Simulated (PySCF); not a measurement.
# Telling isomers of C5H5NO apart by NMR

Fast rotation and ring inversion assumed for equivalent nuclei, in vacuum, no relativistic terms, a single conformation. NMR shieldings at PBE0/pcSseg-1/GIAO; J: B3LYP/pcJ-1 (spin–dipole term left out of most H,H and C,H couplings); GFN2-xTB geometry; PySCF 2.14.0 with density-fitted response routines.

Chemical shifts δ = σref − σ; $^{1}$H and $^{13}$C vs TMS, all at this level. Multiplet labels drop J under 1 Hz and among equivalent protons, and merge close values. Unscaled 3J(H,H) run several per cent high. Acid and N–H amide carbonyl carbons lie up to 10 ppm further downfield in solution (hydrogen bonding). Shifts are as computed. Against solution values, carbons near 30 ppm lie about +3 ppm off and those near 130 ppm about +5 ppm. Of 1211 compounds with measured shifts, 218 miss one by over three times the rms of a fit or turn the order of signals round; such compounds aren't used in these exercises. Groups on amide-type nitrogens are kept apart (slow C–N rotation). OH and NH positions are gas-phase values without hydrogen bonding to other molecules.

(1) Tabulate the signals of `[O-][n+]1ccccc1`, `Oc1ccccn1`, `C#CC(=C)C(N)=O` and their relative energies.

(2) What is the quickest way to tell [O-][n+]1ccccc1 from Oc1ccccn1?

(3) What is the quickest way to tell Oc1ccccn1 from C#CC(=C)C(N)=O?

(4) What is the quickest way to tell [O-][n+]1ccccc1 from C#CC(=C)C(N)=O?

Answers

(1) 
```tsv
SMILES	carbon types	δC	δH	E rel. (kcal/mol)
[O-][n+]1ccccc1	5×CH	144.5, 132.8, 123.8	8.30 (d, 2H), 7.36 (t, 2H), 6.93 (t, 1H)	46.0
Oc1ccccn1	1×C 4×CH	169.4, 154.3, 145.3, 120.6, 111.7	8.40 (dd, 1H), 7.91 (ddd, 1H), 6.95 (dd, 1H), 6.88 (d, 1H), 5.67 (br s, 1H)	0.0
C#CC(=C)C(N)=O	3×C 1×CH 1×CH2	162.8, 147.2, 128.5, 91.4, 86.2	7.33 (s, 1H), 6.57 (t, 1H), 6.38 (br, 1H), 4.72 (br, 1H), 2.96 (d, 1H)	50.6
```

Energies are electronic energies at PBE0/pcSseg-1 on these geometries, without zero-point or thermal terms, each for the one conformer computed, which needn't be the lowest.

(2) Count the carbon signals: 3 against 5. The first has an aromatic CH at 132.8 ppm, the second an aromatic carbon bearing oxygen (C) at 169.4 ppm. Their most deshielded carbons lie at 144.5 and 169.4 ppm.

(3) Both give the same number of carbon signals, but DEPT or the intensities differ. The first has an aromatic CH next to a ring nitrogen at 154.3 ppm, the second a β carbon of a C=C–C=O unit (CH2) at 147.2 ppm. Their most deshielded carbons lie at 169.4 and 162.8 ppm. In the proton spectra the most deshielded non-exchanging signals are 8.40 (dd, J = 5.8, 1.6 Hz, 1H) and 7.33 (s, 1H).

(4) Count the carbon signals: 3 against 5. The first has an aromatic CH next to a ring nitrogen at 144.5 ppm, the second an amide carbonyl carbon (C) at 162.8 ppm. In the proton spectra the most deshielded non-exchanging signals are 8.30 (d, J = 7.9 Hz, 2H) and 7.33 (s, 1H).
